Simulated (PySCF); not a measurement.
## ¹⁷O chemical shifts

No relativistic terms, no solvent model, one averaged value for each set of equivalent atoms, one computed conformer. PBE0-D3(BJ)/def2-SVP geometry; GIAO PBE0/pcSseg-1 shieldings; PySCF 2.14.

Shieldings were converted by a linear fit to measured shifts: ¹⁷O (scatter 13.5 ppm rms, 14.3 ppm with the 1 outlier that the fit left out vs liquid water, solution or neat liquid). A few per cent of atoms miss by over 2 rms, more outside the fitted compound classes.

Question: Give the ¹⁷O shifts of `C[C@@H]1O[C@@H](F)C12COC2`, `C=C/C=C/C(C)=O`, `C#CCCC(C)=O`, `O=CO/C=C/F`, `CCOC1=C(F)COC1`.

Answer: 
```tsv
compound	environment	δ (ppm)
[CH3:1][C@@H:2]1[O:3][C@@H:4]([F:5])[C:6]12[CH2:7][O:8][CH2:9]2	O3: ether oxygen	70.3
[CH3:1][C@@H:2]1[O:3][C@@H:4]([F:5])[C:6]12[CH2:7][O:8][CH2:9]2	O8: ether oxygen	-35.7
C=C/C=C/C(C)=O	ketone oxygen	535.6
C#CCCC(C)=O	ketone oxygen	571.0
[O:1]=[CH:2][O:3]/[CH:4]=[CH:5]/[F:6]	O1: ester carbonyl oxygen	384.5
[O:1]=[CH:2][O:3]/[CH:4]=[CH:5]/[F:6]	O3: ester alkoxy oxygen	167.7
[CH3:1][CH2:2][O:3][C:4]1=[C:5]([F:6])[CH2:7][O:8][CH2:9]1	O3: ether oxygen	63.2
[CH3:1][CH2:2][O:3][C:4]1=[C:5]([F:6])[CH2:7][O:8][CH2:9]1	O8: ether oxygen	-39.6
```
